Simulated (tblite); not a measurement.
A geometry optimisation, step by step.

C5H6N2SeSi.
Numbering: `[CH2:1]=[C:2]([C:3]#[N:4])[CH2:5][Se:6][SiH2:7][C:8]#[N:9]` (hydrogens: H10, H11 on C1; H12, H13 on C5; H14, H15 on Si7)

Computed with GFN2-xTB (tblite), gas phase: L-BFGS steps from a force-field or distance-geometry start until the largest atomic force falls under 0.01 eV/Å. 14 of its 168 geometries are shown.

Step 0: E = -663.8355 eV, largest atomic force 3.437 eV/Å
```
atom  x, y, z in Å  |  force x, y, z in eV/Å
C1     -2.126    1.171   -1.020   -1.203   0.275  -1.072
C2     -1.861    0.219   -0.152    0.252  -1.081   0.935
C3     -2.684   -0.946    0.030    0.130   0.550  -0.341
N4     -3.353   -1.870    0.140    0.138   0.116   0.068
C5     -0.648    0.284    0.732   -0.325   1.489   0.155
Se6     0.556   -1.194    0.464    0.286  -1.264   0.235
Si7     2.445   -0.601   -0.679   -0.829  -0.151  -0.523
C8      3.759   -0.390    0.581    2.617   0.337   2.202
N9      4.604   -0.282    1.381   -1.995  -0.223  -1.812
H10    -3.039    1.088   -1.637    0.716   0.264   0.320
H11    -1.497    2.042   -1.139   -0.137  -0.145  -0.031
H12    -0.098    1.211    0.445   -0.229  -0.406   0.492
H13    -0.967    0.330    1.805    0.440  -0.134  -0.714
H14     2.163    0.635   -1.375    0.067   0.377  -0.072
H15     2.740   -1.688   -1.609    0.072  -0.002   0.158
```

Step 13: E = -664.0821 eV, largest atomic force 0.134 eV/Å
```
atom  x, y, z in Å  |  force x, y, z in eV/Å
C1     -2.160    1.164   -1.050    0.063  -0.059   0.044
C2     -1.838    0.227   -0.156   -0.021   0.098  -0.004
C3     -2.664   -0.914    0.020   -0.018   0.013  -0.068
N4     -3.332   -1.836    0.145    0.032   0.032   0.030
C5     -0.631    0.305    0.717    0.081  -0.037   0.025
Se6     0.538   -1.308    0.509   -0.059  -0.110  -0.007
Si7     2.357   -0.601   -0.669    0.055   0.018  -0.021
C8      3.758   -0.377    0.546   -0.091   0.005   0.008
N9      4.574   -0.272    1.342    0.116   0.040   0.053
H10    -3.044    1.097   -1.661    0.008  -0.044   0.031
H11    -1.541    2.035   -1.180    0.004   0.014  -0.032
H12    -0.042    1.198    0.511    0.045   0.022  -0.047
H13    -0.899    0.287    1.775   -0.096   0.002   0.021
H14     2.163    0.685   -1.326   -0.098   0.064   0.018
H15     2.756   -1.682   -1.556   -0.020  -0.057  -0.051
```

Step 26: E = -664.1032 eV, largest atomic force 0.066 eV/Å
```
atom  x, y, z in Å  |  force x, y, z in eV/Å
C1     -2.125    1.167   -1.068   -0.017   0.043  -0.017
C2     -1.805    0.247   -0.162    0.041  -0.050   0.012
C3     -2.643   -0.886    0.014   -0.036   0.013   0.028
N4     -3.316   -1.801    0.163    0.001  -0.002  -0.005
C5     -0.599    0.282    0.715    0.006  -0.017   0.024
Se6     0.488   -1.386    0.477   -0.005   0.000   0.052
Si7     2.322   -0.614   -0.637   -0.015  -0.009  -0.047
C8      3.738   -0.354    0.558    0.012   0.014   0.050
N9      4.588   -0.214    1.312   -0.039   0.010  -0.045
H10    -3.023    1.075   -1.655    0.002   0.013  -0.037
H11    -1.523    2.044   -1.233    0.051  -0.001   0.009
H12     0.035    1.149    0.523   -0.036  -0.023  -0.036
H13    -0.897    0.270    1.766    0.024  -0.012   0.014
H14     2.029    0.686   -1.237   -0.009   0.027   0.012
H15     2.727   -1.657   -1.570    0.020  -0.003  -0.013
```

Step 39: E = -664.1122 eV, largest atomic force 0.083 eV/Å
```
atom  x, y, z in Å  |  force x, y, z in eV/Å
C1     -2.070    1.160   -1.074    0.014  -0.050   0.038
C2     -1.795    0.228   -0.160   -0.036   0.050  -0.055
C3     -2.670   -0.877    0.024    0.059   0.009   0.000
N4     -3.349   -1.786    0.181   -0.016   0.044  -0.005
C5     -0.591    0.248    0.719   -0.038  -0.001  -0.008
Se6     0.483   -1.430    0.512    0.012   0.009   0.003
Si7     2.281   -0.622   -0.639    0.019   0.018   0.031
C8      3.701   -0.327    0.543   -0.061   0.000  -0.043
N9      4.557   -0.147    1.281    0.048   0.014   0.043
H10    -2.960    1.107   -1.678    0.026   0.004   0.003
H11    -1.421    2.008   -1.229   -0.009  -0.045   0.002
H12     0.049    1.102    0.498    0.008  -0.011   0.016
H13    -0.882    0.269    1.771   -0.002  -0.033   0.031
H14     1.935    0.691   -1.179   -0.004   0.013  -0.035
H15     2.726   -1.617   -1.603   -0.018  -0.020  -0.020
```

Step 51: E = -664.1221 eV, largest atomic force 0.082 eV/Å
```
atom  x, y, z in Å  |  force x, y, z in eV/Å
C1     -1.961    1.122   -1.093    0.008   0.010  -0.028
C2     -1.760    0.197   -0.155    0.001   0.033   0.060
C3     -2.705   -0.847    0.034    0.023  -0.015   0.000
N4     -3.460   -1.693    0.195    0.039   0.055  -0.009
C5     -0.585    0.190    0.765   -0.017  -0.012   0.026
Se6     0.520   -1.466    0.549   -0.077   0.029  -0.002
Si7     2.239   -0.586   -0.660   -0.009  -0.027  -0.041
C8      3.653   -0.242    0.515    0.062  -0.002  -0.028
N9      4.506   -0.051    1.254   -0.040   0.011  -0.022
H10    -2.834    1.111   -1.724    0.003  -0.037  -0.002
H11    -1.264    1.929   -1.245    0.022  -0.007   0.003
H12     0.067    1.047    0.591   -0.067  -0.012   0.026
H13    -0.907    0.175    1.808   -0.021  -0.015  -0.002
H14     1.843    0.704   -1.227    0.000  -0.006   0.019
H15     2.646   -1.583   -1.639    0.072  -0.003  -0.001
```

Step 64: E = -664.1502 eV, largest atomic force 0.075 eV/Å
```
atom  x, y, z in Å  |  force x, y, z in eV/Å
C1     -1.682    1.023   -1.135    0.008   0.007  -0.010
C2     -1.696    0.181   -0.102    0.005  -0.025   0.025
C3     -2.784   -0.717    0.063   -0.042  -0.026   0.006
N4     -3.663   -1.436    0.213    0.062   0.040  -0.012
C5     -0.617    0.078    0.921   -0.012   0.014  -0.019
Se6     0.535   -1.525    0.569   -0.015  -0.005  -0.006
Si7     2.133   -0.557   -0.748   -0.017   0.009   0.045
C8      3.546   -0.072    0.378   -0.035   0.008   0.002
N9      4.360    0.223    1.127    0.036   0.008  -0.023
H10    -2.482    1.043   -1.854   -0.026  -0.007  -0.006
H11    -0.877    1.722   -1.287    0.024   0.015   0.032
H12     0.029    0.956    0.920    0.001  -0.012   0.006
H13    -1.024   -0.087    1.920   -0.001  -0.015  -0.027
H14     1.605    0.695   -1.288    0.015  -0.005  -0.033
H15     2.611   -1.519   -1.730   -0.004  -0.006   0.020
```

Step 77: E = -664.1541 eV, largest atomic force 0.055 eV/Å
```
atom  x, y, z in Å  |  force x, y, z in eV/Å
C1     -1.647    1.022   -1.132    0.012  -0.002  -0.005
C2     -1.691    0.180   -0.098   -0.013   0.047  -0.026
C3     -2.792   -0.701    0.056    0.010  -0.010   0.008
N4     -3.676   -1.412    0.210   -0.031  -0.020  -0.012
C5     -0.629    0.057    0.938    0.003   0.002  -0.003
Se6     0.515   -1.543    0.562    0.014  -0.004   0.011
Si7     2.108   -0.550   -0.737   -0.013  -0.020  -0.030
C8      3.524   -0.031    0.368    0.019   0.006  -0.005
N9      4.377    0.271    1.069    0.012   0.022   0.014
H10    -2.432    1.052   -1.868   -0.019  -0.003   0.014
H11    -0.829    1.708   -1.267    0.011   0.014   0.023
H12     0.022    0.930    0.963    0.004   0.010   0.007
H13    -1.051   -0.127    1.928   -0.005  -0.009  -0.008
H14     1.591    0.681   -1.333   -0.012  -0.005   0.009
H15     2.607   -1.527   -1.692    0.007  -0.028   0.004
```

Step 90: E = -664.1607 eV, largest atomic force 0.071 eV/Å
```
atom  x, y, z in Å  |  force x, y, z in eV/Å
C1     -1.607    1.063   -1.095    0.037  -0.061   0.003
C2     -1.684    0.178   -0.099   -0.008   0.012  -0.028
C3     -2.802   -0.690    0.009    0.013   0.031  -0.035
N4     -3.705   -1.385    0.126    0.001  -0.015  -0.012
C5     -0.652    0.018    0.963   -0.035   0.021   0.021
Se6     0.529   -1.558    0.608   -0.014  -0.018   0.017
Si7     2.104   -0.599   -0.732    0.017   0.027  -0.011
C8      3.526    0.055    0.295    0.014   0.010   0.042
N9      4.388    0.446    0.941   -0.057  -0.010  -0.038
H10    -2.371    1.139   -1.849   -0.026  -0.008   0.016
H11    -0.768    1.732   -1.180   -0.007   0.044   0.011
H12    -0.017    0.900    1.046    0.010  -0.034   0.022
H13    -1.118   -0.212    1.922    0.036   0.035   0.031
H14     1.542    0.574   -1.403    0.016  -0.049  -0.014
H15     2.631   -1.654   -1.585    0.002   0.014  -0.025
```

Step 103: E = -664.1696 eV, largest atomic force 0.089 eV/Å
```
atom  x, y, z in Å  |  force x, y, z in eV/Å
C1     -1.534    1.114   -1.036    0.017  -0.024  -0.004
C2     -1.645    0.184   -0.085    0.005   0.028  -0.001
C3     -2.781   -0.670   -0.073    0.015   0.024  -0.008
N4     -3.712   -1.336   -0.042    0.028  -0.028  -0.007
C5     -0.670   -0.025    1.020    0.032  -0.011   0.008
Se6     0.529   -1.601    0.692    0.005   0.033  -0.033
Si7     2.078   -0.686   -0.717   -0.029  -0.020  -0.029
C8      3.468    0.158    0.212    0.030   0.048   0.021
N9      4.324    0.691    0.755   -0.077  -0.044   0.000
H10    -2.283    1.215   -1.803    0.007   0.004  -0.007
H11    -0.706    1.803   -1.069   -0.004  -0.021   0.046
H12    -0.025    0.841    1.170   -0.007   0.010  -0.019
H13    -1.183   -0.278    1.949    0.027   0.007   0.008
H14     1.465    0.370   -1.519   -0.031   0.013  -0.011
H15     2.672   -1.770   -1.487   -0.018  -0.020   0.035
```

Step 116: E = -664.2074 eV, largest atomic force 0.175 eV/Å
```
atom  x, y, z in Å  |  force x, y, z in eV/Å
C1     -1.300    1.189   -0.875    0.026  -0.114   0.058
C2     -1.520    0.200   -0.004    0.108   0.071  -0.091
C3     -2.634   -0.650   -0.227    0.071   0.104   0.121
N4     -3.564   -1.286   -0.429   -0.040  -0.123   0.009
C5     -0.620   -0.076    1.148   -0.026   0.016   0.016
Se6     0.505   -1.690    0.800    0.028  -0.002  -0.001
Si7     1.899   -0.827   -0.787    0.087  -0.049   0.029
C8      3.095    0.390   -0.009   -0.029  -0.062  -0.004
N9      3.832    1.114    0.485   -0.051   0.016  -0.005
H10    -1.946    1.325   -1.724   -0.038   0.110  -0.062
H11    -0.474    1.869   -0.753   -0.010   0.046  -0.015
H12     0.056    0.760    1.329    0.022   0.002  -0.008
H13    -1.161   -0.308    2.066   -0.091  -0.060  -0.021
H14     1.140   -0.054   -1.768    0.001  -0.019  -0.041
H15     2.686   -1.950   -1.286   -0.059   0.067   0.014
```

Step 128: E = -664.2570 eV, largest atomic force 0.219 eV/Å
```
atom  x, y, z in Å  |  force x, y, z in eV/Å
C1     -1.040    1.344   -0.723   -0.026  -0.026  -0.025
C2     -1.334    0.279    0.024    0.009   0.037  -0.013
C3     -2.378   -0.605   -0.354    0.056  -0.014  -0.030
N4     -3.181   -1.358   -0.670   -0.067   0.018   0.011
C5     -0.581   -0.108    1.249    0.025   0.000  -0.016
Se6     0.495   -1.770    0.943   -0.016   0.109  -0.047
Si7     1.726   -1.022   -0.834    0.003  -0.024  -0.015
C8      2.557    0.568   -0.286   -0.027  -0.217  -0.009
N9      3.076    1.496    0.137   -0.025   0.122  -0.015
H10    -1.609    1.598   -1.603    0.019  -0.041   0.037
H11    -0.224    1.995   -0.463    0.011   0.051   0.026
H12     0.108    0.679    1.563   -0.012  -0.040  -0.022
H13    -1.260   -0.360    2.065    0.031  -0.043   0.027
H14     0.890   -0.703   -1.993    0.021   0.033   0.045
H15     2.750   -2.026   -1.089   -0.002   0.036   0.046
```

Step 141: E = -664.2690 eV, largest atomic force 0.132 eV/Å
```
atom  x, y, z in Å  |  force x, y, z in eV/Å
C1     -1.006    1.406   -0.678    0.007  -0.035   0.055
C2     -1.265    0.298    0.020   -0.087   0.019   0.003
C3     -2.273   -0.608   -0.407   -0.010   0.038   0.010
N4     -3.078   -1.356   -0.729    0.017   0.020  -0.019
C5     -0.546   -0.106    1.261   -0.033  -0.002  -0.014
Se6     0.476   -1.794    0.964    0.042   0.014  -0.016
Si7     1.696   -1.105   -0.838    0.041   0.002   0.011
C8      2.413    0.553   -0.349    0.044   0.100   0.025
N9      2.815    1.564    0.012   -0.064  -0.102  -0.053
H10    -1.560    1.657   -1.567    0.017  -0.025   0.014
H11    -0.241    2.096   -0.362    0.000  -0.007  -0.005
H12     0.145    0.666    1.600    0.038  -0.023  -0.039
H13    -1.245   -0.357    2.062   -0.010   0.005  -0.003
H14     0.869   -0.863   -2.021    0.029  -0.014   0.028
H15     2.797   -2.045   -1.002   -0.031   0.009   0.003
```

Step 154: E = -664.2760 eV, largest atomic force 0.096 eV/Å
```
atom  x, y, z in Å  |  force x, y, z in eV/Å
C1     -0.967    1.414   -0.635   -0.030   0.019  -0.018
C2     -1.269    0.304    0.040    0.054   0.001  -0.035
C3     -2.288   -0.566   -0.427   -0.078  -0.050   0.024
N4     -3.106   -1.286   -0.784    0.065   0.059  -0.001
C5     -0.561   -0.132    1.275   -0.040   0.007   0.005
Se6     0.475   -1.810    0.966   -0.009   0.007   0.014
Si7     1.716   -1.131   -0.822    0.000   0.030  -0.010
C8      2.360    0.580   -0.421    0.011   0.013   0.020
N9      2.706    1.633   -0.132   -0.012  -0.027  -0.009
H10    -1.497    1.687   -1.532   -0.006   0.009   0.003
H11    -0.195    2.085   -0.298    0.007  -0.016   0.000
H12     0.135    0.630    1.627   -0.001  -0.011  -0.010
H13    -1.269   -0.391    2.066    0.023  -0.018   0.018
H14     0.915   -0.963   -2.034   -0.009  -0.014  -0.003
H15     2.841   -2.046   -0.923    0.025  -0.008   0.001
```

Step 167: E = -664.2773 eV, largest atomic force 0.010 eV/Å
```
atom  x, y, z in Å  |  force x, y, z in eV/Å
C1     -0.978    1.428   -0.623    0.000  -0.002   0.000
C2     -1.267    0.308    0.041   -0.006   0.005  -0.006
C3     -2.285   -0.559   -0.432    0.004   0.003   0.001
N4     -3.095   -1.272   -0.816   -0.008  -0.001   0.003
C5     -0.557   -0.132    1.274    0.005  -0.002  -0.007
Se6     0.477   -1.813    0.972    0.002  -0.003  -0.003
Si7     1.727   -1.148   -0.817   -0.002  -0.003   0.000
C8      2.343    0.577   -0.434   -0.006  -0.001  -0.004
N9      2.668    1.640   -0.163    0.004   0.003   0.007
H10    -1.517    1.709   -1.512    0.001  -0.001  -0.001
H11    -0.201    2.094   -0.287   -0.002   0.001   0.000
H12     0.143    0.629    1.621    0.001   0.001   0.002
H13    -1.259   -0.390    2.070    0.001   0.000   0.004
H14     0.928   -1.019   -2.035    0.003  -0.002   0.000
H15     2.871   -2.043   -0.893    0.001   0.002   0.003
```

**Question.** Summarise the path.

**Answer.** The energy falls by 0.4418 eV from step 0 to step 167; nine tenths of that is first reached at step 123. It rises by more than 0.2 meV at steps 1 and 58. The largest force goes from 3.437 to 0.010 eV/Å. Among the bonds C5–Se6 changes most, from 1.925 to 1.997 Å; the atoms move by 1.462 Å rms after alignment.

**Question.** Follow the three bonds and two angles with the largest change from start to end.

**Answer.** 
```tsv
step	E above end (eV)	largest force (eV/Å)	C5–Se6 (Å)	Si7–C8 (Å)	C5–H13 (Å)	C5–Se6–Si7 (°)	C8–Si7–H14 (°)
0	0.4418	3.437	1.925	1.833	1.121	112.7	111.8
7	0.2212	0.274	2.018	1.879	1.092	107.6	109.5
15	0.1895	0.181	2.007	1.868	1.093	105.1	106.3
22	0.1785	0.077	2.004	1.871	1.093	103.1	106.4
29	0.1722	0.132	2.002	1.874	1.092	101.9	106.8
36	0.1669	0.082	2.005	1.870	1.092	100.8	106.2
44	0.1629	0.080	2.001	1.869	1.092	100.0	105.8
51	0.1551	0.082	2.003	1.870	1.092	98.9	106.6
58	0.1427	0.659	2.004	1.878	1.093	98.6	106.0
65	0.1266	0.056	2.004	1.872	1.091	99.5	105.8
73	0.1241	0.044	2.004	1.871	1.091	99.2	105.9
80	0.1221	0.078	2.005	1.871	1.092	99.6	105.8
87	0.1195	0.130	2.003	1.869	1.091	100.0	105.7
94	0.1144	0.097	2.005	1.872	1.091	100.7	105.5
102	0.1081	0.079	2.006	1.874	1.092	101.1	104.8
109	0.0904	0.202	2.001	1.874	1.092	100.2	105.2
116	0.0699	0.175	1.998	1.876	1.090	99.2	105.4
123	0.0423	0.263	1.994	1.874	1.093	98.9	104.7
131	0.0161	0.197	1.994	1.872	1.091	98.3	106.7
138	0.0104	0.090	1.998	1.871	1.092	97.9	106.6
145	0.0047	0.072	1.999	1.873	1.092	98.4	106.2
152	0.0023	0.105	1.998	1.870	1.092	98.7	105.1
160	0.0002	0.021	1.997	1.871	1.092	99.1	105.5
167	0.0000	0.010	1.997	1.870	1.092	99.0	105.6
```

The cost below is that of the whole relaxation. The run took 2.5 s on one thread, Arm Neoverse N1 (aarch64), no GPU, shared host with 64 logical CPUs at a one-minute load of 58.
